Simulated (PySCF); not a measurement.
A calculated (PBE, PySCF 2.14, aug-cc-pV(T+d)Z, no relativity, point nucleus) atom or ion has these occupied shells.

| shell | electrons | orbital energy (eV) | rms radius, mean of both spins (bohr) |
| --- | --- | --- | --- |
| 1s α | 1 | -2442.0 | 0.113 |
| 1s β | 1 | -2441.8 | 0.113 |
| 2s α | 1 | -252.32 | 0.523 |
| 2s β | 1 | -252.13 | 0.523 |
| 2p α | 3 | -198.63 | 0.493 |
| 2p β | 3 | -198.37 | 0.493 |
| 3s α | 1 | -52.573 | 1.63 |
| 3s β | 1 | -51.193 | 1.63 |
| 3p α | 1 | -41.079 | 1.78 |

Name the element and its charge.

S³⁺ (sulfur, charge +3), in [Ne] 3s2 3p1, 2P determinant.
